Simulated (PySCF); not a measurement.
Compound: C4H5F3S (charge +1 and doublet state).
Z-matrix (Å and degrees, GFN2-xTB geometry), rows numbered from 1:
```
C 
S   1  1.7827
C   2  1.7282  1  101.46
C   3  1.3438  2  121.67  1  -179.94
C   4  1.5171  3  121.75  2  -179.84
F   5  1.3294  4  110.27  3  -120.53
F   5  1.3334  4  111.67  3    -0.33
F   5  1.3298  4  110.07  3   119.76
H   1  1.0916  2  110.25  3    61.87
H   1  1.0885  2  108.33  3  -178.30
H   1  1.0912  2  110.48  3   -58.22
H   3  1.0845  2  117.58  1     0.04
H   4  1.0826  3  124.09  2    -0.01
```

The hyperfine couplings belong to this conformer and change with its torsions.

As a line formula: `C[S+]/C=C/C(F)(F)F` [radical] (charge +1).

The calculation used UKS B3LYP, pcH-1 on C F H S, non-relativistic, mean-field spin-orbit, GIAO in PySCF. One conformer (not necessarily the lowest) at the GFN2-xTB geometry, without solvent, vibrations or thermal averaging. Couplings are sensitive to structure, and on GFN2-xTB geometries they can be far from those on DFT ones, by a factor of two or more for some ions and for spin on atoms past the first row. Stability of the SCF solution: not tested.

(1) Predict the first-order ENDOR lines of F6/F7/F8, H9/H10/H11, H13 and H12 under fast tumbling at B = 3337.0 mT (W band).

(2) Which pairs are centred on the nuclear Larmor frequency, and which on half the coupling?

## Answers

(1) ν± = |νn ± a/2|, one line for each electron-spin manifold; νn = |g_N| × 7.62259 MHz/T × B.

```json
{"nuclei": "F6/F7/F8", "isotope": "19F", "g_N": "5.2577", "νn (MHz)": "133.74", "a_iso (MHz)": "12.22", "lower line (MHz)": "127.63", "upper line (MHz)": "139.85"}
{"nuclei": "H9/H10/H11", "isotope": "1H", "g_N": "5.5857", "νn (MHz)": "142.08", "a_iso (MHz)": "47.23", "lower line (MHz)": "118.47", "upper line (MHz)": "165.70"}
{"nuclei": "H13", "isotope": "1H", "g_N": "5.5857", "νn (MHz)": "142.08", "a_iso (MHz)": "-28.27", "lower line (MHz)": "127.95", "upper line (MHz)": "156.21"}
{"nuclei": "H12", "isotope": "1H", "g_N": "5.5857", "νn (MHz)": "142.08", "a_iso (MHz)": "1.76", "lower line (MHz)": "141.20", "upper line (MHz)": "142.96"}
```

(2) Centred on νn, since |a| < 2νn: F6/F7/F8, H9/H10/H11, H13 and H12. No pair has |a| > 2νn.

Means are taken over nuclei equivalent by connectivity, which assumes that they swap fast. The three 1H nuclei of mean +47.2 MHz run from -0.8 to 73.9 MHz in the frozen geometry. The three 19F nuclei of mean +12.2 MHz run from -1.8 to 19.7 MHz in the frozen geometry.

Largest spin populations (Mulliken): S2 (+0.64), C4 (+0.43) and C3 (-0.09). The positive populations add up to 1.15 and the negative ones to -0.15, together 2S = 1.
